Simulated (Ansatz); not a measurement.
Consider the ligand exchange at the In–C bond: `C=C[CH2][InH][Cl]` + `CCNC` → `CC[N](C)[InH][Cl]` + `C=CC`.

Computed with Ansatz on PBE0-D4/def2-TZVP structures; ΔE is electronic, products minus reactants. CBS: MP2 limit from def2 TZ/QZ plus the TZ coupled-cluster correction, frozen cores. Functionals use def2-TZVPP. def2 core potentials past Kr. For In outer-core shells are correlated without core-valence functions, which leaves a few kJ/mol of doubt a bond. Each species was taken in one conformer, which may not be the lowest.

Q: Is it downhill or uphill in electronic energy at CCSD(T)/CBS, and by how much? (An estimate is asked.)

A: Computed: Downhill: ΔE = -29.0 kJ/mol.

Q: What do these levels give: PBE-D4, r2SCAN-D4, PBE0-D4, ωB97X-V, PBE, r2SCAN, PBE0, HF/def2-TZVPP, SCS-MP2/def2-TZVPP, CCSD(T)/def2-TZVPP, MP2/def2-QZVPP, SCS-MP2/def2-QZVPP? (Estimate.)

A: Ansatz gave: PBE-D4 -20.0, r2SCAN-D4 -21.2, PBE0-D4 -17.9, ωB97X-V -24.9, PBE -16.7, r2SCAN -20.2, PBE0 -14.9, HF/def2-TZVPP -16.8, SCS-MP2/def2-TZVPP -26.8, CCSD(T)/def2-TZVPP -27.3, MP2/def2-QZVPP -28.0, SCS-MP2/def2-QZVPP -28.0 kJ/mol.

Largest T1 diagnostic among the species: 0.015.

The D4 term adds −5.3 kJ/mol with B3LYP and −3.0 kJ/mol with PBE0; it sums over pairs of atoms, weighted by their polarisabilities, and B3LYP, whose exchange is more repulsive, gets the larger term. In def2-TZVPP, CCSD(T) changes the Hartree–Fock value by −10.5 kJ/mol (the triples alone add −2.4 kJ/mol) and MP2 by −10.0 kJ/mol.

B3LYP here is the variant with VWN-RPA as its local correlation; programs differ in this.
